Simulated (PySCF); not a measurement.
C₅H₆Si.

```xyz
12

C     -2.7796     1.5335     0.1596
C     -2.0468     0.5677     0.0524
Si    -0.9476    -0.8966    -0.1103
C      0.8039    -0.3877    -0.0396
C      1.9737    -0.0478     0.0075
C      3.3696     0.3605     0.0640
H     -3.4259     2.3870     0.2544
H     -1.2468    -1.8442     0.9980
H     -1.2308    -1.5649    -1.4100
H      3.9166     0.0280    -0.8334
H      3.8729    -0.0688     0.9458
H      3.4570     1.4576     0.1259
```
Charge 0, spin multiplicity 1.

The structure is a stationary point at B3LYP-D3(BJ)/def2-SVP. The structure was generated by enumeration, and PubChem lists no compound with its InChIKey, so it may never have been made.

Calculation: PBE/pcSseg-1 in PySCF. Non-relativistic, no solvent.

### Question
Give the absolute GIAO shielding of each atom: isotropic value and principal components (ppm). (Estimate from the structure and the level; the computed values follow.)

### Answer

| atom | σ(iso) | σ11 | σ22 | σ33 | span |
|---|---|---|---|---|---|
| C1 | 80.3 | -3.8 | -1.6 | 246.3 | 250.1 |
| C2 | 98.9 | 3.2 | 7.2 | 286.3 | 283.1 |
| Si3 | 434.7 | 422.0 | 434.0 | 448.2 | 26.2 |
| C4 | 104.6 | 21.9 | 26.0 | 266.0 | 244.1 |
| C5 | 68.3 | -27.3 | -26.1 | 258.3 | 285.6 |
| C6 | 173.4 | 163.4 | 163.5 | 193.2 | 29.8 |
| H7 | 29.1 | 24.3 | 24.4 | 38.5 | 14.2 |
| H8 | 26.5 | 23.1 | 25.2 | 31.3 | 8.2 |
| H9 | 26.5 | 23.1 | 25.2 | 31.3 | 8.2 |
| H10 | 29.2 | 24.5 | 27.5 | 35.6 | 11.0 |
| H11 | 29.2 | 24.5 | 27.5 | 35.5 | 11.0 |
| H12 | 29.1 | 24.5 | 27.6 | 35.3 | 10.8 |
